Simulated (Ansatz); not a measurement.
Gas-phase electronic energies from Ansatz, PBE0-D4/def2-TZVP geometries. CBS: MP2 limit from def2 TZ/QZ plus the TZ coupled-cluster correction, frozen cores. This one scheme is used for every species. Functionals use def2-TZVPP. B3LYP here is the variant with VWN-RPA as its local correlation; programs differ in this. Each species was taken in one conformer, which may not be the lowest.

Reaction (ligand exchange at the Si–O bond): `N[SiH2]O[Si](N)(O)O` + `OBF` → `N[SiH2]OBF` + `N[Si](O)(O)O`

CCSD(T)/CBS gives +5.2 kcal/mol.

Problem. Another level gave +5.3 kcal/mol. Which?
A. ωB97X-V/def2-TZVPP
B. B3LYP/def2-TZVPP
C. HF/def2-TZVPP
D. PBE-D4/def2-TZVPP

Solution. A. ωB97X-V 5.3, B3LYP 3.7, PBE-D4 6.3, HF/def2-TZVPP 2.5 kcal/mol.

Largest T1 diagnostic among the species: 0.013.

The D4 term adds +2.2 kcal/mol with B3LYP and +1.3 kcal/mol with PBE0; it sums over pairs of atoms, weighted by their polarisabilities, and B3LYP, whose exchange is more repulsive, gets the larger term. In def2-TZVPP, CCSD(T) changes the Hartree–Fock value by +3.2 kcal/mol (the triples alone add +0.6 kcal/mol) and MP2 by +3.0 kcal/mol.
